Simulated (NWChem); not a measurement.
Species: SiBrF$_{3}$; SMILES [Si](F)(Br)(F)F

Program: NWChem. All runs use the structure optimised with B3LYP/6-31G* (spherical d). Level M06-2X/def2-SVP: energy and gradient on several grids; changes count from the extra-fine grid, which is no exact limit either.

Which is the coarsest grid (xcoarse; medium; xfine; coarse; fine) from which on the energy stays within 500 μHa and each gradient component within 500 μHa/bohr of xfine?

medium.
```json
[
 {"grid": "xcoarse", "size of the energy change (μHa)": "6000", "largest change of a gradient component (μHa/bohr)": "400", "time, medium = 1 (rough)": "about 1"},
 {"grid": "coarse", "size of the energy change (μHa)": "1000", "largest change of a gradient component (μHa/bohr)": "600", "time, medium = 1 (rough)": "about 1"},
 {"grid": "medium", "size of the energy change (μHa)": "100", "largest change of a gradient component (μHa/bohr)": "200", "time, medium = 1 (rough)": "about 1"},
 {"grid": "fine", "size of the energy change (μHa)": "< 10", "largest change of a gradient component (μHa/bohr)": "40", "time, medium = 1 (rough)": "2"},
 {"grid": "xfine", "size of the energy change (μHa)": "< 10", "largest change of a gradient component (μHa/bohr)": "< 30", "time, medium = 1 (rough)": "about 1"}
]
```
